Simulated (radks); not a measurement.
Question: Radial electron density D(r) = 4 pi r^2 rho(r) of an atom or ion with 8 electrons. Calculated with a radial shooting solver on a logarithmic mesh with Libxc functionals: non-relativistic Kohn-Sham, r2SCAN, spin-polarised, spherical densities, point nucleus; meta-GGA in the generalised Kohn-Sham scheme.

r (bohr)  D(r) (e/bohr)  spin D(r)
0.01075          0.3773    0.00529
0.01334          0.5577    0.00781
0.01642          0.8047     0.0113
0.02038           1.164     0.0163
0.0253            1.657     0.0232
0.0314            2.317     0.0323
0.03866           3.129     0.0436
0.04798           4.157     0.0579
0.05955           5.333     0.0741
0.07391           6.553     0.0912
0.09172           7.636      0.107
0.1129            8.326      0.121
0.1402            8.442      0.135
0.174             7.815      0.156
0.2159            6.545      0.205
0.2658            5.066      0.307
0.3299            3.796      0.506
0.4094            3.247      0.819
0.5082            3.488       1.21
0.6256            4.121       1.57
0.7765            4.610       1.77
0.9637            4.500       1.68
1.196             3.735       1.32
1.473             2.654      0.857
1.828             1.563      0.431
2.268            0.7619      0.157
2.815            0.3028     0.0326
3.466            0.1008   -0.00194
4.302           0.02511   -0.00458
5.339          0.004657   -0.00172

What is the nuclear charge?

Answer: Z = 8. The innermost maximum, from 1s, lies near 1/Z = 0.125 bohr (found: 0.130), and its height grows with Z. The density is that of neutral oxygen in [He] 2s1.5 2p4.5; the configuration itself is not fixed sharply by these data. D(r) has 2 maxima, at r = 0.130, 0.834 bohr, and minima at 0.423 bohr, inside which lie 2.21 electrons.
